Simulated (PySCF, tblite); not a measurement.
Compound: C₄H₁₁NO₃Si.
Atom-mapped SMILES: `[CH3:1][CH:2]([CH3:3])[NH:4][Si:5]([OH:6])([OH:7])[CH:8]=[O:9]` (hydrogens: H10, H11, H12 on C1; H13 on C2; H14, H15, H16 on C3; H17 on N4; H18 on O6; H19 on O7; H20 on C8)

Jobs on this species (20 atoms, 80 electrons) with PySCF (density fitting) and tblite. Hardware of each: an Arm Neoverse N1 with one thread, no GPU, shared host. The host was shared with other jobs, so the times are rough.

Question: Rank these jobs by wall time, shortest first.
A. PBE0/pcSseg-1; shieldings, charges and field gradients; 215 basis functions
B. GFN2-xTB; L-BFGS relaxation
C. GFN2-xTB; Hessian by finite differences

Answer: C (1.4 s), B (2.9 s), A (83 s).

All jobs:

```
level and settings                                     work  basis functions  SCF cycles  wall time
          GFN2-xTB            Hessian by finite differences                –           –      1.4 s
          GFN2-xTB                        L-BFGS relaxation                –           –      2.9 s
     PBE0/pcSseg-1  shieldings, charges and field gradients              215          14       83 s
```

Q: What do all jobs in the table cost together?

A: About 87 s; the longest takes about 95 % of that, and about 59 times as long as the shortest.
